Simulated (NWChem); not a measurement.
System: AlH3S2O; SMILES [OH][Al]([SH])[SH]

NWChem input:

```
start job
memory heap 200 mb stack 900 mb global 1100 mb
geometry units angstroms noautoz
  Al     0.406143    -0.072241    -0.008758
  O      2.085082    -0.309585    -0.013087
  H      2.782417     0.346382     0.010910
  S     -0.841570    -1.856883    -0.024234
  H      0.240716    -2.668027    -0.024181
  S     -0.480225     1.922420     0.009325
  H     -1.747110     1.451014     0.022407
end
basis spherical
  * library def2-svpd
end
dft
  xc pbe0
  iterations 150
end
tddft
  cis
  nroots 6
  notriplet
end
task tddft energy
```

Excerpt of the output:

```
             Northwest Computational Chemistry Package (NWChem) 7.3.0
             --------------------------------------------------------

 C1  symmetry detected

                             Geometry "geometry" -> ""
                             -------------------------

 Output coordinates in angstroms (scale by  1.889725989 to convert to a.u.)

  No.       Tag          Charge          X              Y              Z
 ---- ---------------- ---------- -------------- -------------- --------------
    1 Al                  13.0000     0.36907563     0.00704999    -0.00038472
    2 O                    8.0000     2.05897977    -0.13226948    -0.00146585
    3 H                    1.0000     2.71695818     0.56333446     0.01708779
    4 S                   16.0000    -0.77272137    -1.84720831    -0.00062341
    5 H                    1.0000     0.35490389    -2.59399725     0.00744679
    6 S                   16.0000    -0.63181178     1.94686233    -0.00084221
    7 H                    1.0000    -1.86915287     1.40270461     0.01564345

 Effective nuclear repulsion energy (a.u.)     245.9407028552

                                 NWChem DFT Module
                                 -----------------

 Summary of "ao basis" -> "ao basis" (spherical)
 ------------------------------------------------------------------------------
       Tag                 Description            Shells   Functions and Types
 ---------------- ------------------------------  ------  ---------------------
 Al                        def2-svpd                10       24   5s3p2d
 O                         def2-svpd                 9       23   4s3p2d
 H                         def2-svpd                 4        8   2s2p
 S                         def2-svpd                11       27   5s4p2d

            General Information
            -------------------
          SCF calculation type: DFT
          Wavefunction type:  closed shell.
          No. of atoms     :     7
          No. of electrons :    56
           Alpha electrons :    28
            Beta electrons :    28
          Charge           :     0
          Spin multiplicity:     1
          Use of symmetry is: off; symmetry adaption is: off
          Maximum number of iterations: 150
          AO basis - number of functions:   125
                     number of shells:    53
          Convergence on energy requested:  1.00D-06
          Convergence on density requested:  1.00D-05
          Convergence on gradient requested:  5.00D-04

              XC Information
              --------------
                         PBE0 Method XC Functional
                     Hartree-Fock (Exact) Exchange  0.250
          PerdewBurkeErnzerhof Exchange Functional  0.750
            Perdew 1991 LDA Correlation Functional  1.000 local
           PerdewBurkeErnz. Correlation Functional  1.000 non-local

             Grid Information
             ----------------
          Grid used for XC integration:  medium
          Radial quadrature: Mura-Knowles
          Angular quadrature: Lebedev.
          Tag              B.-S. Rad. Rad. Pts. Rad. Cut. Ang. Pts.
          ---              ---------- --------- --------- ---------
          Al                  1.25       88          12.0       590
          O                   0.60       49          13.0       434
          H                   0.35       45          14.0       434
          S                   1.00       88          14.0       590
          Grid pruning is: on
          Number of quadrature shells:   448
          Spatial weights used:  Erf1

      Superposition of Atomic Density Guess
      -------------------------------------

 Sum of atomic energies:       -1112.68716577

      Non-variational initial energy
      ------------------------------

 Total energy =   -1113.647241
 1-e energy   =   -2029.009319
 2-e energy   =     669.421375
 HOMO         =      -0.335687
 LUMO         =      -0.024922

[...]

                                NWChem TDDFT Module
                                -------------------

            General Information
            -------------------
           No. of orbitals :     250
            Alpha orbitals :     125
             Beta orbitals :     125
        Alpha frozen cores :       0
         Beta frozen cores :       0
     Alpha frozen virtuals :       0
      Beta frozen virtuals :       0
         Spin multiplicity :       1
    Number of AO functions :     125
        Use of symmetry is : off
      Symmetry adaption is : off
         Schwarz screening :  0.10D-07

              XC Information
              --------------
                  PBE0 Method XC Functional
              Hartree-Fock (Exact) Exchange   0.25
   PerdewBurkeErnzerhof Exchange Functional   0.75
     Perdew 1991 LDA Correlation Functional   1.00 local
    PerdewBurkeErnz. Correlation Functional   1.00 non-local

             TDDFT Information
             -----------------
          Calculation type : Tamm-Dancoff TDDFT
         Wavefunction type : Restricted singlets
          No. of electrons :      56
           Alpha electrons :      28
            Beta electrons :      28
              No. of roots :       6
          Max subspacesize :    5200
            Max iterations :     100
               Target root :       1
           Target symmetry : none
      Symmetry restriction : off
                 Algorithm : Optimal
        Davidson threshold :  0.10D-03

    6 smallest eigenvalue differences (eV)
--------------------------------------------------------
  No. Spin  Occ  Vir  Irrep   E(Occ)    E(Vir)   E(Diff)
--------------------------------------------------------
    1    1   28   29 a        -0.283    -0.035     6.764
    2    1   27   29 a        -0.299    -0.035     7.194
    3    1   28   30 a        -0.283    -0.007     7.521
    4    1   28   31 a        -0.283    -0.000     7.703
    5    1   28   32 a        -0.283     0.007     7.902
    6    1   26   29 a        -0.327    -0.035     7.952
--------------------------------------------------------

  Entering Davidson iterations
  Restricted singlet excited states

  Iter   NTrls   NConv    DeltaV     DeltaE      Time
  ----  ------  ------  ---------  ---------  ---------
    1      6       0     0.10E+00   0.10+100       15.6
    2     12       0     0.28E-01   0.19E-01       14.9
    3     18       0     0.16E-01   0.34E-02       15.9
    4     24       0     0.13E-01   0.51E-02       17.0
    5     30       1     0.43E-02   0.80E-03       15.0
    6     35       3     0.18E-02   0.74E-04       14.8
    7     38       4     0.98E-03   0.91E-05       12.3
    8     40       5     0.47E-03   0.28E-05       12.7
    9     41       5     0.26E-03   0.44E-06       10.9
   10     42       5     0.14E-03   0.17E-06       10.4
   11     43       6     0.70E-04   0.35E-07       12.7
  ----  ------  ------  ---------  ---------  ---------
  Convergence criterion met

  Ground state a       -1115.156756837406 a.u.

  ----------------------------------------------------------------------------
  Root   1 singlet a              0.203819113 a.u.                5.5462 eV
  ----------------------------------------------------------------------------
     Transition Moments    X -0.00680   Y  0.00049   Z  0.03023
     Dipole Oscillator Strength                    0.0001305257
     Electric Quadrupole                           0.0000003727
     Magnetic Dipole                               0.0000013078
     Total Oscillator Strength                     0.0001322062

     Occ.   28  a   ---  Virt.   29  a       -0.98166
     Occ.   28  a   ---  Virt.   31  a        0.11890
     Occ.   28  a   ---  Virt.   32  a       -0.07038
     Occ.   28  a   ---  Virt.   33  a       -0.06047
     Occ.   28  a   ---  Virt.   38  a        0.06635
  ----------------------------------------------------------------------------
  Root   2 singlet a              0.220927795 a.u.                6.0118 eV
  ----------------------------------------------------------------------------
     Transition Moments    X  0.00579   Y  0.00856   Z  0.74562
     Dipole Oscillator Strength                    0.0818995457
     Electric Quadrupole                           0.0000000688
     Magnetic Dipole                               0.0000007811
     Total Oscillator Strength                     0.0819003956

     Occ.   25  a   ---  Virt.   29  a        0.07490
     Occ.   27  a   ---  Virt.   29  a       -0.96867
     Occ.   27  a   ---  Virt.   33  a       -0.05960
     Occ.   27  a   ---  Virt.   38  a        0.07095
     Occ.   28  a   ---  Virt.   31  a        0.17826
     Occ.   28  a   ---  Virt.   32  a       -0.06221
     Occ.   28  a   ---  Virt.   33  a        0.05087
  ----------------------------------------------------------------------------
  Root   3 singlet a              0.229657779 a.u.                6.2493 eV
  ----------------------------------------------------------------------------
     Transition Moments    X  0.00056   Y  0.01194   Z -0.08431
     Dipole Oscillator Strength                    0.0011102237
     Electric Quadrupole                           0.0000000195
     Magnetic Dipole                               0.0000004273
     Total Oscillator Strength                     0.0011106705

[...]
```

Level: PBE0/def2-SVPD, TDA. Structure relaxed at the PBE0/def2-SVP level.
